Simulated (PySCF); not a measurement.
Species: [GeCl5]- (charge -1).
Bonds: Ge1–Cl2, Ge1–Cl3, Ge1–Cl4, Ge1–Cl5, Ge1–Cl6.

Computed with PBE0-D3(BJ)/def2-SVP geometry optimisation, gas phase (PySCF 2.14.0).

What internal coordinates does the optimisation give?

```csv
bond,length (pm)
"Ge1–Cl2, Ge1–Cl3",227.5
"Ge1–Cl4, Ge1–Cl5, Ge1–Cl6",221.5
```

Bonds in one row agree within 1 pm and their mean is given. A selection of angles:
```csv
angle,degrees
Cl2–Ge1–Cl3,179.8
Cl2–Ge1–Cl4,89.9
Cl4–Ge1–Cl5,119.8
```

The 5 Cl–Ge bonds span 2.214 Å (Ge1–Cl4) to 2.276 Å (Ge1–Cl2), a spread of 0.062 Å. Ge1 (germanium bonded to 5 Cl) is trigonal bipyramidal (τ5 = (β − α)/60° = 1.00 from the two widest angles, 179.8° and 120.1° (0 for a square pyramid, 1 for a trigonal bipyramid)).

Point group: D3h (tolerance 0.08 Å). Stationary, but not proved a minimum.


C₄HBrO.
SMILES with atom numbers: `[CH:1]#[C:2][C:3]([Br:4])=[C:5]=[O:6]` (hydrogens: H7 on C1)

Method: PBE0-D3(BJ)/def2-SVP geometry optimisation, gas phase in PySCF.

(1) List the bond lengths and angles at this level.

Results:

(1) 
```
  bond  length (Å)
 C1≡C2       1.215
 C2–C3       1.407
C3–Br4       1.903
 C3=C5       1.331
 C5=O6       1.156
 C1–H7       1.074
```

A selection of angles:
```
    angle  degrees
 C2–C1–H7    179.6
 C1–C2–C3    179.1
C2–C3–Br4    121.9
 C2–C3–C5    123.0
Br4–C3–C5    115.1
 C3–C5–O6    179.4
```

The 6 heavy atoms lie in one plane (0.001 Å rms). The 3 C–C bonds span 1.215 Å (C1≡C2, drawn triple) to 1.407 Å (C2–C3, drawn single), a spread of 0.192 Å.

Point group: Cs (tolerance 0.08 Å). PBE0-D3(BJ)/def2-SVP frequencies: not computed here.


MgMeBr, CH₃BrMg.
Bonds: Mg1–C2, Mg1–Br6. Hydrogens: H3, H4, H5 on C2.

Computed, not measured: PBE0-D3(BJ)/def2-SVP geometry optimisation, gas phase in PySCF 2.14.0.

Question: List the bond lengths and angles at this level.

Answer: 
| bond | length (Å) |
| --- | --- |
| Mg1–C2 | 2.081 |
| Mg1–Br6 | 2.367 |
| C2–H3, C2–H4, C2–H5 | 1.103 |

Bonds in one row agree within 0.01 Å and their mean is given. A selection of angles:
| angle | degrees |
| --- | --- |
| C2–Mg1–Br6 | 179.8 |
| Mg1–C2–H3 | 111.8 |
| H3–C2–H4 | 107.3 |

Mg1 (magnesium bonded to Br and C) is linear (angle 179.8°).

Point group: C3v (tolerance 0.08 Å). Whether it is a minimum is left open (no frequencies).

On Arm Neoverse V1, one thread, no GPU (shared host), this took 13 s of wall time. That covers the optimisation of the geometry.
